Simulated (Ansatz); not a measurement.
Reaction (substitution at a C–Si bond): `FC[SiH](F)CCl` + HI → `ClCI` + `FC[SiH2]F`

Computed with Ansatz on PBE0-D4/def2-TZVP structures; ΔE is electronic, products minus reactants. CCSD(T)/CBS is the MP2 limit (def2-TZVPP, def2-QZVPP) plus CCSD(T) − MP2 in def2-TZVPP, frozen cores. DFT in def2-TZVPP. def2 core potentials past Kr. For I outer-core shells are correlated without core-valence functions, which leaves a few kJ/mol of doubt a bond. One conformer a species, not always the lowest.

| level | ΔE (kcal/mol) |
| --- | --- |
| r2SCAN-D4 | 15.1 |
| PBE | 13.0 |
| r2SCAN0 | 15.5 |
| MP2/CBS(def2) | 12.4 |

(1) What does CCSD(T)/CBS give? (An estimate is asked.)

Largest T1 diagnostic among the species: 0.011.

Results:

(1) The calculation gave: +13.6 kcal/mol. The listed levels differ from it by 1.5, -0.6, 1.9, -1.2 kcal/mol.

From BLYP to BHLYP (50 % exact exchange), in def2-TZVPP and without D4, ΔE moves by +2.9 kcal/mol. Leaving LDA and LC-ωPBE aside and taking each functional with its dispersion term where it has one, the values, not all of them listed here, spread over 2.9 kcal/mol, from BLYP-D4 to ωB97M-V. LDA lies +2.8 kcal/mol from PBE without D4. At CCSD(T), def2-SVP lies +3.7 kcal/mol from the extrapolated value and def2-TZVPP +1.3 kcal/mol.
